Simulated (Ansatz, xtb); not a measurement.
## Two conformers of C3H8Se

We compare a, `CCC[SeH]`, a singlet, with b, `CCC[SeH]`, a singlet. Both are isolated molecules in the gas phase, relaxed with r2SCAN-D4/def2-SVP.

a (Å):

```tsv
atom	x (Å)	y (Å)	z (Å)
C	1.0755	-0.6401	-1.9019
C	0.6896	0.7911	-1.5527
C	-0.6000	0.9201	-0.7511
Se	-0.5618	0.1066	1.0473
H	2.0046	-0.6686	-2.4915
H	0.2860	-1.1298	-2.4963
H	1.2293	-1.2401	-0.9914
H	0.5572	1.3779	-2.4817
H	1.5120	1.2826	-1.0018
H	-0.8985	1.9717	-0.6295
H	-1.4324	0.3998	-1.2538
H	0.4177	1.0661	1.5843
```

b (Å):

```xyz
12

C    -0.6132    0.7790   -0.2939
C     0.6943   -0.0073   -0.2383
C     0.5458   -1.3068    0.5400
Se    2.2054   -2.3502    0.7143
H    -1.4138    0.1948   -0.7768
H    -0.9621    1.0473    0.7170
H    -0.4924    1.7134   -0.8636
H     1.0398   -0.2337   -1.2629
H     1.4903    0.6026    0.2224
H    -0.2262   -1.9580    0.1001
H     0.2469   -1.1112    1.5833
H     2.3316   -2.6127   -0.7289
```

Estimate E(b) − E(a) at the level CCSD(T)/def2-SVP + ΔMP2/def2-TZVPP.

Too close to call at this level: CCSD(T)/def2-SVP + ΔMP2/def2-TZVPP gives E(b) − E(a) = −0.18 kcal/mol.

The same difference at several levels:

| level | geometry | E(b) − E(a) (kcal/mol) | departure from the last row (kcal/mol) | job, with rough time for the two |
| --- | --- | --- | --- | --- |
| r2SCAN-D4/def2-SVP | r2SCAN-D4/def2-SVP | +0.12 | +0.30 | optimisation, 95 s |
| HF/def2-SVP | r2SCAN-D4/def2-SVP | −0.55 | −0.37 | part of the CCSD(T) run |
| MP2/def2-SVP | r2SCAN-D4/def2-SVP | −0.02 | +0.16 | part of the CCSD(T) run |
| CCSD(T)/def2-SVP | r2SCAN-D4/def2-SVP | −0.06 | +0.12 | single point |
| CCSD(T)/def2-SVP + ΔMP2/def2-TZVPP | r2SCAN-D4/def2-SVP | −0.18 |  | single point, 2 min |

The largest departure from CCSD(T)/def2-SVP + ΔMP2/def2-TZVPP is that of HF/def2-SVP, 0.37 kcal/mol. Levels run at GFN2-xTB geometries aren't shown. The last row adds to CCSD(T) the change of the MP2 difference between the two basis sets, here −0.12 kcal/mol.

With harmonic frequencies from r2SCAN-D4/def2-SVP (ideal gas, rigid rotor, one conformer each, 298.15 K, 1 atm): on the last row, ΔE + ΔZPE = −0.21, ΔH = −0.14, ΔG = −0.24 kcal/mol.

The correlated steps freeze 12 core orbitals; the filled d shell of Se is correlated, in a basis made for valence electrons. Programs: Ansatz 0.2.0; the last row on 2 threads of AMD EPYC (Zen 3) on a shared host.
